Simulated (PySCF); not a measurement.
A survey of $^{33}$S NMR shifts

Equivalent nuclei averaged, non-relativistic, isolated molecule, one computed conformer. Shieldings: GIAO PBE0/pcSseg-1; structure optimised with GFN2-xTB; PySCF 2.14.

Shieldings were converted by a linear fit to measured shifts: $^{33}$S: δ = 158.28 − 0.937σ (rms 33.3 ppm, 20 shifts vs sulfate, solution or neat liquid). A few per cent of atoms miss by over 2 rms, more outside the fitted compound classes.

Task: Give the $^{33}$S shifts of `N#CS`, `CS[Si@@H](C)[C@H]([SiH3])[SiH2]P`, `FC(F)C(F)(F)O[C@H]1CS1`, `C=Cc1cc(S[SiH3])nn1C`.

Result: 
```
                        compound             environment  δ (ppm)
                            N#CS            thiol sulfur     -433
CS[Si@@H](C)[C@H]([SiH3])[SiH2]P  sulfur bonded to C, Si     -480
          FC(F)C(F)(F)O[C@H]1CS1          sulfide sulfur     -462
            C=Cc1cc(S[SiH3])nn1C  sulfur bonded to C, Si     -446
```

Task: Order these by $^{33}$S shift, lowest first.
A. S=C=NC1CCCCC1
B. C=Cc1cc(SC[SiH3])n[nH]1
C. C=Cc1[nH]nc(S[SiH3])c1C
D. CCc1sccc1NC

Result: A (-525 ppm, thione sulfur), C (-456 ppm, sulfur bonded to C, Si), B (-322 ppm, sulfide sulfur), D (-125 ppm, aromatic ring sulfur).
